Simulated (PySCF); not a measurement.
## Two-component Hartree-Fock for B (boron, neutral)

Start: [He] 2s1 2p1 3s1; 2s1/2 filled at m_j = +1/2; 2p3/2 filled at m_j = +3/2; 3s1/2 filled at m_j = +1/2. Calculated with PySCF 2.14 in x2c-TZVPall-2c with one added diffuse shell each of s, p, d type (6s4p3d1f, 40 functions): generalised Hartree-Fock with the X2C-1e Hamiltonian and a Gaussian nucleus; one run each with spin-orbit coupling (SO) switched off, then screened by Boettger's factors. This is a chosen level, not necessarily the ground level.

```csv
spinor shell,electrons,"ε, spin-free (eV)","ε, screened SO (eV)",weight of nominal j (screened SO),"rms radius, screened SO (bohr)"
1s1/2,2,-216.78,-216.78,1.000,0.379
2s1/2,1,-21.863,-21.863,0.999,1.91
2p3/2,1,-15.504,-15.503,1.000,2.01
3s1/2,1,-3.163,-3.163,0.999,6.44
```

```json
{"quantity": "E (hartree)", "spin-free": "-24.24249", "screened SO": "-24.24244"}
{"quantity": "M_J", "spin-free": "5/2", "screened SO": "5/2"}
{"quantity": "⟨J²⟩", "spin-free": "8.756", "screened SO": "8.756"}
{"quantity": "⟨L²⟩", "spin-free": "2.006", "screened SO": "2.006"}
{"quantity": "⟨S²⟩", "spin-free": "3.750", "screened SO": "3.750"}
```

Each row is a mean over spinors that exchange with the open shell spreads, by up to 2.102 eV (1s1/2).

Without spin-orbit coupling the j labels of p, d and f shells carry no meaning; the spin-free column gives the mean over the occupied spinors of each nl shell.
